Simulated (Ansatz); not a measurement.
Start from `[NH2][GeH]([F])[Cl]` and change one atom or group to get `C[NH][GeH]([F])[Cl]`.

Ansatz, PBE0-D4/def2-TZVP geometries, multiplicity 1. Each molecule was computed in one conformer, which needn't be the lowest.

Scalar relativity is left out up to krypton.

| property | `[NH2][GeH]([F])[Cl]` |
| --- | --- |
| size of the dipole moment (B3LYP/def2-TZVPP) / D | 2.32 |
| HOMO–LUMO gap (ωB97M-V/def2-TZVPP) / eV | 12.69 |
| LUMO energy (PBE/def2-TZVPP) / eV | -1.04 |
| HOMO energy (PBE/def2-TZVPP) / eV | -6.88 |
| HOMO–LUMO gap (PBE0/def2-TZVPP) / eV | 8.42 |
| HOMO energy (PBE0/def2-TZVPP) / eV | -8.43 |

(1) Give the same properties after the change, and the shifts. (An estimate is asked.)

## Answers

(1) Computed: 
```tsv
property	`C[NH][GeH]([F])[Cl]`	shift
size of the dipole moment (B3LYP/def2-TZVPP) / D	2.78	0.46
HOMO–LUMO gap (ωB97M-V/def2-TZVPP) / eV	11.82	-0.87
LUMO energy (PBE/def2-TZVPP) / eV	-1.00	0.04
HOMO energy (PBE/def2-TZVPP) / eV	-6.12	0.76
HOMO–LUMO gap (PBE0/def2-TZVPP) / eV	7.56	-0.86
HOMO energy (PBE0/def2-TZVPP) / eV	-7.53	0.90
```

The zero-point energy changes by 75.1 kJ/mol with +9 modes. Dipoles are sizes alone; their direction can turn.

B3LYP here is the variant with VWN-RPA as its local correlation; programs differ in this.
